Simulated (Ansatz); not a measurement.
System: sum formula Si2NH6, net charge -1, singlet state. It need not be the lowest isomer of its formula. Whether it binds its extra electron was not tested at this geometry. 
Coordinates optimised at B3LYP-D3(BJ)/def2-TZVP (Ansatz, an electronic-structure program):
```
N
H 1 1.0059
Si 1 1.6900 2 117.81
H 3 1.4932 1 113.65 2 130.78
H 3 1.4978 4 104.56 1 -127.21
H 3 1.5073 4 105.87 5 -110.40
Si 1 1.8518 2 114.62 3 -170.33
H 7 1.5440 1 97.62 2 -138.32
H 7 1.5470 8 92.28 1 98.51
```
Charge -1, spin multiplicity 1.

Basis-set convergence of Hartree-Fock and CCSD correlation energies (hartree) with Ansatz. Valence correlation only, unless marked. No spin-orbit coupling. Non-relativistic.

| basis | functions | E(HF) | E(corr, CCSD) |
|---|---|---|---|
| aug-cc-pV(D+d)Z | 141 | -635.83280 | -0.46789 |
| aug-cc-pV(T+d)Z | 294 | [?] | [?] |

### Question
Fill in the missing entries.

### Answer

- aug-cc-pV(T+d)Z, E(HF): -635.87543
- aug-cc-pV(T+d)Z, E(corr, CCSD): -0.54083
